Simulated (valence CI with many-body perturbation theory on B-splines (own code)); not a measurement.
Cd⁴²⁺: key properties

Level of theory: relativistic CI+MBPT: four valence electrons over a frozen Dirac-Fock core [He], radial functions for each j: 9 s, 9 p, 8 d, 6 f, 3 g, 1 h, with the one-electron correlation potential Σ1 (screened to all orders), the two-electron term Σ2, the three-electron term Σ3, Breit, model QED; selected single and double excitations, second order for the rest, scaled by the run's own slope (own B-spline code, finite nucleus).

No measured spectrum was set against this ion. As an estimate, large intervals hold to a few tenths of a per cent, small ones and those within an open d or f shell to about a per cent. Among the levels kept, up to 260 cm⁻¹ of a level comes from second order outside the variational space, and about a tenth of that is noise between levels of different J, which matters for small intervals.

Levels are named by their leading jj configuration (3d3/2^4 stands for four electrons in 3d with j = 3/2), which in mixed levels can hold well under half, so a name can repeat and another be missing.

Rates and lifetimes use the calculated energies. Strong lines usually hold to 10 to 20 %, long lifetimes can be off by a factor of two.

What is the ground level?

(2s^2 2p1/2^2) J=0, composition 72 % 2s2 2p2 3P + 27 % 2s2 2p2 1S.

Among levels below 309.34 Ry, which E1 lines absorb most strongly from the ground level?

to (2s^2 2p1/2 3d3/2) J=1 at 0.3072 nm, f = 1.48; to (2s 2p1/2^2 3p3/2) J=1 at 0.3006 nm, f = 0.392; to (2s 2p1/2^2 2p3/2) J=1 at 3.075 nm, f = 0.146.

What is the ionisation energy?

6881.5 eV; NIST lists 6869 ± 8 eV (semi-empirical).

How well does LS coupling describe the low levels?

Among the lowest 20 levels the leading LS term, summed over configurations, holds 65 % on average. For single configurations the figures are 65 % in LS and 98 % in jj coupling. Terms mix most in the J = 1 level at 44.55 Ry, where the leading one holds 38 %.

Name the longest-lived excited levels whose lifetime is computed, and their main decay.

(2s^2 2p1/2 2p3/2) J=2 at 15.25 Ry lives 20.4 μs, mostly by E2 to (2s^2 2p1/2^2) J=0; (2s^2 2p1/2 2p3/2) J=1 at 14.21 Ry lives 20.5 ns, mostly by M1 to (2s^2 2p1/2^2) J=0; (2s^2 2p3/2^2) J=2 at 30.23 Ry lives 9.55 ns, mostly by M1 to (2s^2 2p1/2 2p3/2) J=1.

Where does the other parity begin?

At (2s 2p1/2^2 2p3/2) J=2, 25.66 Ry.

What are the static dipole polarisabilities of the lowest levels?

(2s^2 2p1/2^2) J=0 0.000788 bohr³, of which the core gives 1.53e-06.
